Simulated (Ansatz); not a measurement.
**Energy profile**

The step: CH₇NSn ([CH3][NH][SnH3]) + H₂ → CH₅N ([CH3][NH2]) + SnH₄; bonds formed: Sn1–H8, N2–H7; bonds broken: Sn1–N2, H7–H8 (atoms numbered as in the saddle structure below).

Sn1  (-0.574, 1.177, 0.863)
N2  (0.167, -0.742, 0.155)
C3  (0.159, -0.984, -1.282)
H4  (-2.209, 0.852, 0.372)
H5  (-0.050, 2.494, -0.077)
H6  (-0.600, 1.352, 2.554)
H7  (1.180, -0.194, 0.639)
H8  (1.614, 0.698, 1.100)
H9  (-0.194, -1.540, 0.672)
H10  (0.640, -1.934, -1.526)
H11  (-0.854, -0.993, -1.698)
H12  (0.722, -0.186, -1.774)
(Å)

Electronic energies by CCSD(T) at an estimated basis limit (MP2 extrapolated from triple and quadruple zeta, plus CCSD(T) − MP2 in triple zeta), on PBE0-D4/def2-TZVP structures; CH$_{9}$NSn, closed shell; no counterpoise correction. Ansatz 0.2.0; basis: def2-TZVPP and def2-QZVPP; cores frozen in the correlated methods. Filled d shells of the heavier atoms are correlated. Core potentials replace the inner electrons of the atoms past krypton. The def2 sets are not built for correlating such inner shells, so the correlated values are less sure here. Extrapolation: Hartree–Fock as exp(−7.88 √X), correlation as X^−2.97.

Problem. Give the profile in kJ/mol, counted from the separated reactants. (An estimate is asked for; the value comes from the calculation.)

Solution. By the calculation:
| point | kJ/mol |
| --- | --- |
| separated: CH$_{7}$NSn (linked as [CH3][NH][SnH3]; Sn1, N2, C3, H4, H5, H6, H9, H10, H11, H12; singlet) + H$_{2}$ (H7, H8; singlet) | 0.0 |
| start structure | -4.3 |
| saddle | 137.2 |
| end structure | -46.2 |
| separated: SnH$_{4}$ (Sn1, H4, H5, H6, H8; singlet) + CH$_{5}$N (linked as [CH3][NH2]; N2, C3, H7, H9, H10, H11, H12; singlet) | -26.7 |

The T1 diagnostic stays at or below 0.014.

For scale, one of the runs: CCSD(T)/def2-TZVPP, 238 basis functions, launched by `ansatz run in.yaml --threads 4 --pin off --events-out ev --progress --plain --max-ram 9574MiB`. Time: 2.5 min of wall clock on 4 CPU threads of an Arm Neoverse V1; the host was shared. Peak host memory: 5 GiB.
